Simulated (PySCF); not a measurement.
Compound: C₆H₇OP.
Atom-mapped SMILES: `[CH2:1]=[CH:2][c:3]1[o:4][cH:5][c:6]([CH3:7])[p:8]1` (hydrogens: H9, H10 on C1; H11 on C2; H12 on C5; H13, H14, H15 on C7)

The same species was optimised twice, with GFN2-xTB and with PBE0-D3(BJ)/def2-SVP (PySCF), and the same property calculations (PySCF, gas phase) were run on both structures.

```
     coordinate  GFN2-xTB  PBE0-D3(BJ)/def2-SVP  change
      C2–C3 (Å)     1.438                 1.448  +0.010
      C6–P8 (Å)     1.778                 1.788  +0.010
      C1=C2 (Å)     1.331                 1.341  +0.010
      O4–C5 (Å)     1.334                 1.342  +0.008
      C3–P8 (Å)     1.732                 1.729  -0.003
      C6–C7 (Å)     1.493                 1.495  +0.002
      C5–C6 (Å)     1.359                 1.360  +0.001
      C3–O4 (Å)     1.348                 1.349  +0.001
   C2–C3–P8 (°)     128.9                 131.8    +2.9
   C2–C3–O4 (°)     116.6                 114.2    -2.4
   C1–C2–C3 (°)     124.2                 125.9    +1.7
   C3–O4–C5 (°)     111.6                 112.3    +0.7
   C3–P8–C6 (°)      87.7                  88.2    +0.5
   O4–C3–P8 (°)     114.5                 114.0    -0.5
   C7–C6–P8 (°)     125.1                 125.6    +0.5
   C5–C6–P8 (°)     110.0                 109.5    -0.5
C1–C2–C3–O4 (°)       180                   176      -4
```

Rotational constants: A = 4333, B = 1232, C = 964.7 MHz (GFN2-xTB) against A = 4394, B = 1196, C = 946.1 MHz (PBE0-D3(BJ)/def2-SVP).

On the GFN2-xTB structure: lowest singlet, TDDFT (eV) 4.11 [CAM-B3LYP/def2-SVPD]; lowest triplet, Tamm–Dancoff (eV) 2.28 [CAM-B3LYP/def2-SVPD]; isotropic polarisability (au) 102.1 [CAM-B3LYP/def2-SVPD]; HOMO (eV) -7.28 [CAM-B3LYP/def2-SVPD]; LUMO (eV) -0.60 [CAM-B3LYP/def2-SVPD]; dipole (D) 1.04 [CAM-B3LYP/def2-SVPD]; HOMO (eV) -6.16 [PBE0/pcSseg-1]; LUMO (eV) -1.62 [PBE0/pcSseg-1]; dipole (D) 1.12 [PBE0/pcSseg-1]; GIAO shielding of C1 (ppm) 66.6 [PBE0/pcSseg-1]; GIAO shielding of C2 (ppm) 48.6 [PBE0/pcSseg-1]; GIAO shielding of C3 (ppm) -19.5 [PBE0/pcSseg-1]; GIAO shielding of O4 (ppm) -16.8 [PBE0/pcSseg-1]; GIAO shielding of C5 (ppm) 37.3 [PBE0/pcSseg-1]; GIAO shielding of C6 (ppm) 38.4 [PBE0/pcSseg-1]; GIAO shielding of C7 (ppm) 172.5 [PBE0/pcSseg-1]; GIAO shielding of P8 (ppm) 188.3 [PBE0/pcSseg-1].

**Question.** What do these properties become on the PBE0-D3(BJ)/def2-SVP structure?

**Answer.** 
```csv
property,level,on GFN2-xTB,on PBE0-D3(BJ)/def2-SVP,change
"lowest singlet, TDDFT (eV)",CAM-B3LYP/def2-SVPD,4.11,4.19,+0.08
"lowest triplet, Tamm–Dancoff (eV)",CAM-B3LYP/def2-SVPD,2.28,2.34,+0.06
isotropic polarisability (au),CAM-B3LYP/def2-SVPD,102.1,103.9,+1.8
HOMO (eV),CAM-B3LYP/def2-SVPD,-7.28,-7.34,-0.06
LUMO (eV),CAM-B3LYP/def2-SVPD,-0.60,-0.61,-0.01
dipole (D),CAM-B3LYP/def2-SVPD,1.04,1.06,+0.02
"energy, GFN2-xTB geometry as zero (kcal/mol)",CAM-B3LYP/def2-SVPD,0.0,-1.6,-1.6
HOMO (eV),PBE0/pcSseg-1,-6.16,-6.23,-0.07
LUMO (eV),PBE0/pcSseg-1,-1.62,-1.63,-0.01
dipole (D),PBE0/pcSseg-1,1.12,1.13,+0.01
"energy, GFN2-xTB geometry as zero (kcal/mol)",PBE0/pcSseg-1,0.0,-1.3,-1.3
GIAO shielding of C1 (ppm),PBE0/pcSseg-1,66.6,62.8,-3.8
GIAO shielding of C2 (ppm),PBE0/pcSseg-1,48.6,45.5,-3.1
GIAO shielding of C3 (ppm),PBE0/pcSseg-1,-19.5,-18.8,+0.7
GIAO shielding of O4 (ppm),PBE0/pcSseg-1,-16.8,-20.8,-4.0
GIAO shielding of C5 (ppm),PBE0/pcSseg-1,37.3,36.5,-0.8
GIAO shielding of C6 (ppm),PBE0/pcSseg-1,38.4,37.7,-0.7
GIAO shielding of C7 (ppm),PBE0/pcSseg-1,172.5,170.0,-2.5
GIAO shielding of P8 (ppm),PBE0/pcSseg-1,188.3,186.0,-2.3
```

The heavy atoms differ by 0.047 Å rms after alignment. Among the bonds compared C1=C2, C2–C3 and C6–P8 change most and about equally (+0.010 Å). Changes are differences of the printed values. Neither structure is proved a minimum here.

Conformer computed: `[CH2:1]=[CH:2][c:3]1[o:4][cH:5][c:6]([CH3:7])[p:8]1`: C1–C2–C3–O4 176°.
